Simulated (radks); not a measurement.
The numbers below are computed, except where a source is named.
Problem. The mean radii <r> (bohr) of the occupied orbitals of an atom or ion are listed with their occupations. Code: a radial shooting solver on a logarithmic mesh with Libxc functionals. Model: Dirac Kohn-Sham, PBEsol, spin-unpolarised, spherical densities, point nucleus.

| orbital | occ. | <r> |
|---|---|---|
| 1s1/2 | 2 | 0.06360 |
| 2s1/2 | 2 | 0.2931 |
| 2p1/2 | 2 | 0.2579 |
| 2p3/2 | 4 | 0.2607 |
| 3s1/2 | 2 | 0.8768 |
| 3p1/2 | 1.66667 | 0.9144 |
| 3p3/2 | 3.33333 | 0.9218 |
| 3d3/2 | 1.2 | 1.034 |
| 3d5/2 | 1.8 | 1.037 |
| 4s1/2 | 1 | 2.327 |

Name the element and its charge. Open shells, if any, are shared by 2j + 1.

Solution. Z = 24, chromium, charge +3: Cr3+ in [Ne] 3s2 3p5 3d3 4s1. The 1s radius gives Z: for a bare nucleus <r> = (2 gamma + 1)/(2Z) with gamma = sqrt(1 - (Z/c)^2), 0.06186 bohr for Z = 24, and screening makes it slightly larger (0.06360 here). The occupations add up to 21, and the charge is Z minus that.
